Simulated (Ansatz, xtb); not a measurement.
## Isomers of C4H6BrF3 in order of energy

5 gas-phase structures of C4H6BrF3, from a drawn sample of its isomers (lower ones may exist). Each was relaxed with GFN2-xTB; where two conformers were screened, the lower at r2SCAN-D4/def2-SVP is listed:

A. `C[C@@H](CBr)C(F)(F)F`, a singlet
B. `CC(C)(Br)C(F)(F)F`, a singlet
C. `CC[C@@H](Br)C(F)(F)F`, a singlet
D. `FC(F)(F)CCCBr`, a singlet
E. `C[C@@H](Br)CC(F)(F)F`, a singlet

Make a reasoned guess at their ranking by r2SCAN-D4/def2-SVP single-point energy.

Calculated order at r2SCAN-D4/def2-SVP: B (0.0), E (0.8), A (1.4), D (1.4), C (4.1) kcal/mol. Less than 1 kcal/mol parts B and E; E and A; A and D, so the order within those pairs means little.

Energies above the lowest of each column, in kcal/mol; the last columns are at B3LYP/def2-SVP geometries:

```csv
structure,GFN2-xTB,HF/STO-3G,r2SCAN-D4/def2-SVP,B3LYP/def2-SVP,CCSD(T)/def2-SVP + ΔMP2/def2-TZVPP
B,0.8,1.7,0.0,2.1,0.0
E,0.4,1.5,0.8,0.4,0.1
A,0.0,0.1,1.4,1.1,0.2
D,0.2,0.0,1.4,0.0,0.1
C,4.0,2.2,4.1,3.8,3.2
```

CCSD(T)/def2-SVP + ΔMP2/def2-TZVPP has A and B and D and E within 1 kcal/mol of each other at the bottom, and every level picks one of them. CCSD(T)/def2-SVP + ΔMP2/def2-TZVPP orders those it was run on as B (0.0), E (0.1), D (0.1), A (0.2), C (3.2) kcal/mol. Less than 1 kcal/mol parts B and E; E and D; D and A, so the order within those pairs means little. Flexible structures stand in one conformer each, not always the lowest. ΔMP2 is the change of the MP2 energy from the smaller to the larger basis.

Over these structures GFN2-xTB departs from r2SCAN-D4/def2-SVP by 0.7 kcal/mol on average once a common shift is removed. A GFN2-xTB relaxation took about 0.13 s and the r2SCAN-D4/def2-SVP energy about 4.8 s on a shared host (Ansatz 0.2.0, xtb 6.7.1).
